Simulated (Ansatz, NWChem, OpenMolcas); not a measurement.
## A ladder of methods for CH6Ge (methyl germane)

The species is CH6Ge (8 atoms), meant as a singlet with charge 0. As SMILES, `[CH3][GeH3]`. The shape is that of a PBE0-D4/def2-TZVP optimisation.

Each level gives the vertical energy of the triplet above the singlet (eV). The values are calculated.

```json
{"level": "SVWN5/def2-SVPD", "kind": "LDA", "program": "OpenMolcas", "value (eV)": "7.41"}
{"level": "revPBE/def2-SVPD", "kind": "GGA", "program": "OpenMolcas", "value (eV)": "7.53"}
{"level": "M06-L/def2-SVPD", "kind": "meta-GGA", "program": "OpenMolcas", "value (eV)": "8.06"}
{"level": "BHLYP/def2-SVPD", "kind": "global hybrid", "program": "NWChem", "value (eV)": "7.94"}
{"level": "wB97M-V/def2-SVPD", "kind": "range-separated hybrid", "program": "Ansatz", "value (eV)": "8.20"}
{"level": "wB97X/def2-SVPD", "kind": "range-separated hybrid", "program": "NWChem", "value (eV)": "8.26"}
{"level": "RPA@PBE0/def2-SVPD", "kind": "RPA", "program": "Ansatz", "value (eV)": "7.85"}
{"level": "MP2/def2-SVPD", "kind": "perturbation theory", "program": "Ansatz", "value (eV)": "8.13"}
{"level": "CCSD/def2-SVPD", "kind": "coupled cluster or CI", "program": "Ansatz", "value (eV)": "7.99"}
```

All-electron rows without a relativistic Hamiltonian named are non-relativistic. The values span 7.41 to 8.26 eV. In the correlated wave-function rows the outer d shell of Ge is correlated, in sets not made for it.
